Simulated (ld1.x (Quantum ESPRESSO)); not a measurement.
# Co, RRKJ: configuration errors across variants

cobalt (Co), norm-conserving RRKJ (Kleinman–Bylander form), made with ld1.x (Quantum ESPRESSO) 7.5 (LDA (PZ), scalar-relativistic). Core [Ar], reference 3d7 4s2 4p0. Waves: 4p (bound, empty): rc 2.95 bohr; 3d (bound): rc 0.90 bohr; 4s (bound): rc 2.20 bohr. Local part: the s channel. Core correction: a·sin(br)/r model core inside 0.75 bohr.

All-electron excitation energies from the reference (eV): (1) 3d7 4s1 4p0 9.296; (2) 3d7 4s0 4p0 26.380; (3) 3d6 4s0 4p0 62.569; (4) 3d8 4s1 4p0 -1.239; (5) 3d7 4s1.5 4p0 3.721; (6) 3d7 4s0 4p1 14.748; (7) 3d6 4s2 4p1 9.772; (8) 3d7 4s2 4p0 spin -1.983; (9) 3d7 4s1 4p0 spin 6.717.

Spin tests fill each open shell by Hund’s rule, majority spin first.

Errors AE − PS in meV (a dash: test not solved or not reliable):

| change | (1) | (2) | (3) | (4) | (5) | (6) | (7) | (8) | (9) | bound ghosts |
| --- | --- | --- | --- | --- | --- | --- | --- | --- | --- | --- |
| base | -8.5 | -54 | -468 | -275 | -1.8 | -23 | -503 | +128 | +110 | none |
| wave 4s (bound): rc 2.20 bohr becomes 4s (bound): rc 1.52 bohr | -2.8 | -26 | -527 | -211 | -0.7 | -11 | -349 | +132 | +128 | none |
| wave 4s (bound): rc 2.20 bohr becomes 4s (bound): rc 1.88 bohr | -8.1 | -53 | -474 | -272 | -1.8 | -23 | -498 | +128 | +111 | none |
| wave 4s (bound): rc 2.20 bohr becomes 4s (bound): rc 2.46 bohr | -7.5 | -54 | -529 | -263 | -1.6 | -25 | -485 | +128 | +115 | none |
| wave 4s (bound): rc 2.20 bohr becomes 4s (bound): rc 2.94 bohr | -6.4 | -78 | -779 | -222 | -0.9 | -48 | -421 | +129 | +129 | none |
| wave 4s (bound): rc 2.20 bohr becomes 4s (bound): rc 3.14 bohr | -7.0 | -106 | -955 | -195 | -0.6 | -73 | -380 | +129 | +137 | none |

Task: Give the same row for: wave 4s (bound): rc 2.20 bohr becomes 4s (bound): rc 2.30 bohr.

Result: -8.2, -54, -483, -272, -1.8, -24, -498, +128, +112; bound ghosts: none.
